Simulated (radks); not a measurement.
Removal energies from the ytterbium ion Yb11+, [Kr] 4d10 4f9 5s2 5p2, by Delta-SCF beside the eigenvalue of the level emptied. Calculated with a radial shooting solver on a logarithmic mesh with Libxc functionals: scalar-relativistic Kohn-Sham, r2SCAN, spin-polarised, spherical densities, finite nucleus; meta-GGA in the generalised Kohn-Sham scheme; Fermi nuclear charge, rms radius of each element as measured or else 0.836 A^(1/3) + 0.57 fm. Open shells are filled with parallel spins first.

| removed from | final configuration | Delta-SCF (eV) | -eigenvalue (eV) |
|---|---|---|---|
| 5p | [Kr] 4d10 4f9 5s2 5p1 | 216.89 | 207.83 |
| 4f | [Kr] 4d10 4f8 5s2 5p2 | 230.66 | 215.15 |
| 5s | [Kr] 4d10 4f9 5s1 5p2 | 246.79 | 237.90 |
| 4d | [Kr] 4d9 4f9 5s2 5p2 | 416.12 | 400.00 |
